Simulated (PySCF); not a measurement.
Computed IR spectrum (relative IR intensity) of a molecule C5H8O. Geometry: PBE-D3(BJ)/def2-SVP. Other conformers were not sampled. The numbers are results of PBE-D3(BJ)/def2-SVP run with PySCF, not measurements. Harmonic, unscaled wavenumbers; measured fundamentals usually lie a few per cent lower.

ν (cm⁻¹): 58 (vw), 524 (m), 687 (w), 874 (m), 880 (vw), 949 (vw), 1040 (w), 1136 (w), 1212 (w), 1253 (w), 1343 (w), 1389 (vw), 1399 (w), 1414 (vw), 1669 (m), 1789 (vs), 2782 (s), 2960 (w), 2987 (w), 3030 (vw), 3063 (w), 3080 (w), 3171 (w) (against the strongest line: vs over 80 %, s over 45 %, m over 15 %, w over 4 %, vw less)

Problem. Which molecule gave these data?
(A) C#CCCOC
(B) C=C(C)CC=O
(C) CC[C@@H]1C=CO1
(D) C=C[C@H]1CCO1

Solution. B, C=C(C)CC=O
